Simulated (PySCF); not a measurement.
bromo-dichloro-fluoromethane (CBrCl2F), SMILES FC(Cl)(Cl)Br.

Geometry: PBE0-D3(BJ)/def2-SVP.

Two levels are set side by side: PBE/def2-TZVP (PySCF) and ωB97X/def2-TZVP (PySCF). Same geometry, gas phase. Differences are taken from unrounded values.

```tsv
quantity	ωB97X
orbital gap (eV)	11.64
highest occupied level (eV)	-11.08
lowest empty level (eV)	0.56
dipole moment (D)	0.35
mean polarisability (bohr³)	55.3
```

Task: What does PBE give, and how far is it from ωB97X? (The exact figures need the calculation; the answer reports its results.)

Result: 
| quantity | PBE | PBE minus ωB97X |
|---|---|---|
| orbital gap (eV) | 4.61 | -7.03 |
| highest occupied level (eV) | -7.30 | 3.78 |
| lowest empty level (eV) | -2.69 | -3.25 |
| dipole moment (D) | 0.25 | -0.11 |
| mean polarisability (bohr³) | 57.9 | 2.6 |

PBE's occupied levels lie high since its potential decays too fast outside the molecule; exact exchange lowers them and widens the gap. PBE's more diffuse valence density responds more strongly to a field. Differences between two approximate levels are no errors against the true value.

Rough cost on one machine, each run with all the roots and properties that it gave: ωB97X against PBE within a factor of 2.
